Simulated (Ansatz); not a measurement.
Consider the substitution at a C–Si bond: `C[SiH2]N(C)[SiH3]` + `[OH][Al]([OH])[Br]` → `C[O][Al]([OH])[Br]` + `CN([SiH3])[SiH3]`.

Isolated molecules relaxed with PBE0-D4/def2-TZVP in Ansatz; ΔE leaves out vibrations. CCSD(T)/CBS adds triple-zeta CCSD(T) − MP2 to the extrapolated MP2 energy (def2 sets, frozen cores). Functionals use def2-TZVPP. HSE06 is defined as in plane-wave codes. For Br outer-core shells are correlated without core-valence functions, which leaves a few kJ/mol of doubt a bond. Scalar relativity is left out up to krypton. Each species was taken in one conformer, which may not be the lowest.

```csv
level,ΔE (kJ/mol),difference from CCSD(T)/CBS
HSE06-D4,104.6,-2.5
ωB97X-V,98.9,-8.2
PBE-QIDH,106.5,-0.6
PBE,101.6,-5.5
CAM-B3LYP,95.5,-11.6
HF/def2-SVP,71.8,-35.3
MP2/def2-SVP,89.7,-17.4
CCSD/def2-SVP,80.5,-26.6
SCS-MP2/def2-TZVPP,101.3,-5.8
CCSD(T)/def2-TZVPP,103.2,-3.9
CCSD(T)/CBS,107.1,0
```

Task: What do rigid-rotor, harmonic-oscillator terms from PBE0-D4/def2-TZVP frequencies (298.15 K, 1 bar) make of the CCSD(T)/CBS value? (An estimate is asked.)

Result: Computed: ΔZPE = -0.8 kJ/mol, ΔH = +106.3 kJ/mol, ΔS = 7 J/(mol·K), ΔG = +104.2 kJ/mol. Modes under 50 cm⁻¹ make the entropy rough.

Largest T1 diagnostic among the species: 0.011.

In def2-TZVPP, CCSD(T) changes the Hartree–Fock value by +17.0 kJ/mol (the triples alone add +1.7 kJ/mol) and MP2 by +24.1 kJ/mol. At CCSD(T), def2-SVP lies −26.3 kJ/mol from the extrapolated value and def2-TZVPP −3.9 kJ/mol. Leaving LDA and LC-ωPBE aside and taking each functional with its dispersion term where it has one, the values, not all of them listed here, spread over 10.2 kJ/mol, from BLYP-D4 to r2SCAN0-D4.
